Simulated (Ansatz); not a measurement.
Ansatz (a quantum-chemistry and plane-wave program) input file for C3H7NOSi, SMILES C(CCO[SiH3])#N, PBE-D3(BJ)/def2-SVP. 

Ansatz 0.2 input:
```yaml
crystal:
  periodic: [false, false, false]
  atoms:
    - {symbol: N, position_ang: [-0.53917522, 3.64051815, 0.00000000]}
    - {symbol: C, position_ang: [0.02750146, 2.63033295, -0.00000000]}
    - {symbol: C, position_ang: [0.70574198, 1.33581190, -0.00000000]}
    - {symbol: C, position_ang: [-0.27725480, 0.15978638, -0.00000000]}
    - {symbol: O, position_ang: [0.47608227, -1.02737009, 0.00000000]}
    - {symbol: Si, position_ang: [-0.18121619, -2.56722183, 0.00000000]}
    - {symbol: H, position_ang: [1.35668305, 1.26314873, -0.88604484]}
    - {symbol: H, position_ang: [1.35668305, 1.26314874, 0.88604483]}
    - {symbol: H, position_ang: [-0.93031842, 0.22353399, 0.89115085]}
    - {symbol: H, position_ang: [-0.93031842, 0.22353399, -0.89115085]}
    - {symbol: H, position_ang: [-1.02693039, -2.77351174, 1.21349945]}
    - {symbol: H, position_ang: [-1.02693039, -2.77351174, -1.21349945]}
    - {symbol: H, position_ang: [0.96779470, -3.50549010, 0.00000000]}
basis:
  gaussian:
    orbitals: def2-SVP
hamiltonian:
  xc: pbe
  dispersion: d3bj
relax: {f_tol: 0.002, max_steps: 200}
```

Log of the run:

```
WARN ansatz: RAYON_NUM_THREADS=1 ignored (pool sized by the plan → 1); use --threads N
Functional definition: PBE
integrals: 0.07 GiB planned
1391 factors; their error is unknown
mean field: 0.37 GiB planned
mean field evaluation 1: about -14610.6981 eV, gradient 6.3e1 eV
mean field evaluation 2: about -14588.6482 eV, gradient 1.2e2 eV
mean field evaluation 4: about -14619.4697 eV, gradient 1.2e1 eV
mean field evaluation 8: about -14619.7934 eV, gradient 7.6e-2 eV
mean field evaluation 16: about -14619.7117 eV, gradient 1.2e-4 eV
mean field -14619.71168740 eV, -537.2644949155 hartree, gradient 6.3e-5 eV, S^2 0.000000; 0 other end points of the search recorded, 0 dependent functions left out
the calculation of the forces begins
reference -14619.71172615 eV, -537.2644963393 hartree; 27, 27 occupied and 96, 96 virtual orbitals, 1391 factors
relax step   1: F+E_penalty+E_count = -14619.97923024 eV  Δ(F+E_penalty+E_count) = +0.000e0 eV  max|allowed force component| = 1.341e0 eV/Å  Δτ_max = 0.0000 Å  (31 SCF iters, accepted)
these checks for a lower state are left out or cut short: starts, cluster_reference, orbital_swaps, neighbouring_geometries, increment
integrals: 0.07 GiB planned
1391 factors; their error is unknown
mean field: 0.37 GiB planned
mean field -14619.73405826 eV, -537.2653170293 hartree, gradient 8.1e-6 eV, S^2 0.000000; 0 other end points of the search recorded, 0 dependent functions left out
the calculation of the forces begins
reference -14619.73409705 eV, -537.2653184549 hartree; 27, 27 occupied and 96, 96 virtual orbitals, 1391 factors
relax step   2: F+E_penalty+E_count = -14620.00072766 eV  Δ(F+E_penalty+E_count) = -2.150e-2 eV  max|allowed force component| = 1.805e-1 eV/Å  Δτ_max = 0.0164 Å  (34 SCF iters, accepted)
these checks for a lower state are left out or cut short: starts, cluster_reference, orbital_swaps, neighbouring_geometries, increment
integrals: 0.07 GiB planned
1391 factors; their error is unknown
mean field: 0.37 GiB planned
mean field evaluation 32: about -14619.7361 eV, gradient 1.3e-3 eV
mean field -14619.73613937 eV, -537.2653935087 hartree, gradient 7.1e-6 eV, S^2 0.000000; 0 other end points of the search recorded, 0 dependent functions left out
the calculation of the forces begins
reference -14619.73617818 eV, -537.2653949352 hartree; 27, 27 occupied and 96, 96 virtual orbitals, 1391 factors
relax step   3: F+E_penalty+E_count = -14620.00256773 eV  Δ(F+E_penalty+E_count) = -1.840e-3 eV  max|allowed force component| = 8.312e-2 eV/Å  Δτ_max = 0.0049 Å  (35 SCF iters, accepted)
these checks for a lower state are left out or cut short: starts, cluster_reference, orbital_swaps, neighbouring_geometries, increment
integrals: 0.07 GiB planned
1391 factors; their error is unknown
mean field: 0.37 GiB planned
mean field -14619.73648501 eV, -537.2654062108 hartree, gradient 7.2e-6 eV, S^2 0.000000; 0 other end points of the search recorded, 0 dependent functions left out
the calculation of the forces begins
reference -14619.73652381 eV, -537.2654076368 hartree; 27, 27 occupied and 96, 96 virtual orbitals, 1391 factors
relax step   4: F+E_penalty+E_count = -14620.00290693 eV  Δ(F+E_penalty+E_count) = -3.392e-4 eV  max|allowed force component| = 3.080e-2 eV/Å  Δτ_max = 0.0048 Å  (35 SCF iters, accepted)
these checks for a lower state are left out or cut short: starts, cluster_reference, orbital_swaps, neighbouring_geometries, increment
integrals: 0.07 GiB planned
1391 factors; their error is unknown
mean field: 0.37 GiB planned
mean field -14619.73651868 eV, -537.2654074482 hartree, gradient 7.2e-6 eV, S^2 0.000000; 0 other end points of the search recorded, 0 dependent functions left out
the calculation of the forces begins
reference -14619.73655747 eV, -537.2654088738 hartree; 27, 27 occupied and 96, 96 virtual orbitals, 1391 factors
relax step   5: F+E_penalty+E_count = -14620.00308582 eV  Δ(F+E_penalty+E_count) = -1.789e-4 eV  max|allowed force component| = 1.992e-2 eV/Å  Δτ_max = 0.0067 Å  (35 SCF iters, accepted)
these checks for a lower state are left out or cut short: starts, cluster_reference, orbital_swaps, neighbouring_geometries, increment
integrals: 0.07 GiB planned
1391 factors; their error is unknown
mean field: 0.37 GiB planned
mean field -14619.73643982 eV, -537.2654045500 hartree, gradient 7.1e-6 eV, S^2 0.000000; 0 other end points of the search recorded, 0 dependent functions left out
the calculation of the forces begins
reference -14619.73647860 eV, -537.2654059754 hartree; 27, 27 occupied and 96, 96 virtual orbitals, 1391 factors
relax step   6: F+E_penalty+E_count = -14620.00318857 eV  Δ(F+E_penalty+E_count) = -1.028e-4 eV  max|allowed force component| = 2.095e-2 eV/Å  Δτ_max = 0.0092 Å  (34 SCF iters, accepted)
these checks for a lower state are left out or cut short: starts, cluster_reference, orbital_swaps, neighbouring_geometries, increment
integrals: 0.07 GiB planned
1391 factors; their error is unknown
mean field: 0.37 GiB planned
mean field evaluation 64: about -14619.7364 eV, gradient 1.3e-5 eV
mean field -14619.73640641 eV, -537.2654033221 hartree, gradient 1.3e-5 eV, S^2 0.000000; 0 other end points of the search recorded, 0 dependent functions left out
the calculation of the forces begins
reference -14619.73644519 eV, -537.2654047476 hartree; 27, 27 occupied and 96, 96 virtual orbitals, 1391 factors
relax step   7: F+E_penalty+E_count = -14620.00320371 eV  Δ(F+E_penalty+E_count) = -1.514e-5 eV  max|allowed force component| = 3.230e-3 eV/Å  Δτ_max = 0.0022 Å  (25 SCF iters, accepted)
these checks for a lower state are left out or cut short: starts, cluster_reference, orbital_swaps, neighbouring_geometries, increment
integrals: 0.07 GiB planned
1391 factors; their error is unknown
mean field: 0.37 GiB planned
mean field -14619.73639702 eV, -537.2654029773 hartree, gradient 4.4e-5 eV, S^2 0.000000; 0 other end points of the search recorded, 0 dependent functions left out
the calculation of the forces begins
reference -14619.73643581 eV, -537.2654044028 hartree; 27, 27 occupied and 96, 96 virtual orbitals, 1391 factors
relax step   8: F+E_penalty+E_count = -14620.00320460 eV  Δ(F+E_penalty+E_count) = -8.876e-7 eV  max|allowed force component| = 7.659e-4 eV/Å  Δτ_max = 0.0007 Å  (21 SCF iters, accepted)
integrals: 0.07 GiB planned
1391 factors; their error is unknown
mean field: 0.37 GiB planned
mean field -14619.73639702 eV, -537.2654029773 hartree, gradient 4.4e-5 eV, S^2 0.000000; 1 other end points of the search recorded, 0 dependent functions left out
the calculation of the forces begins
reference -14619.73643581 eV, -537.2654044028 hartree; 27, 27 occupied and 96, 96 virtual orbitals, 1391 factors
Total energy: -14620.00324339 eV, -537.2752094004 hartree
Atom 0 at    -0.557728     3.650716    -0.000000 Å, force    -0.000273     0.000360     0.000000 eV/Å
Atom 1 at     0.020265     2.632166    -0.000000 Å, force    -0.000078    -0.000649    -0.000000 eV/Å
Atom 2 at     0.705746     1.343139     0.000000 Å, force     0.000766     0.000459    -0.000000 eV/Å
Atom 3 at    -0.266232     0.152344     0.000000 Å, force    -0.000445     0.000094     0.000000 eV/Å
Atom 4 at     0.506685    -1.029296     0.000000 Å, force     0.000331    -0.000257     0.000000 eV/Å
Atom 5 at    -0.185924    -2.569194     0.000000 Å, force    -0.000304     0.000409    -0.000000 eV/Å
Atom 6 at     1.364342     1.273489    -0.891283 Å, force    -0.000073    -0.000112     0.000142 eV/Å
Atom 7 at     1.364342     1.273489     0.891283 Å, force    -0.000073    -0.000112    -0.000142 eV/Å
Atom 8 at    -0.926472     0.212225     0.897460 Å, force     0.000035    -0.000057    -0.000018 eV/Å
Atom 9 at    -0.926472     0.212225    -0.897460 Å, force     0.000035    -0.000057     0.000018 eV/Å
Atom 10 at    -1.042144    -2.766016     1.224615 Å, force    -0.000010    -0.000034     0.000011 eV/Å
Atom 11 at    -1.042144    -2.766016    -1.224615 Å, force    -0.000010    -0.000034    -0.000011 eV/Å
Atom 12 at     0.964077    -3.526561    -0.000000 Å, force     0.000097    -0.000010     0.000000 eV/Å
Dipole moment:     0.154607    -0.665973    -0.000000 e Å
```

The run converged.

Cost: about 21 core-seconds (a rough figure).
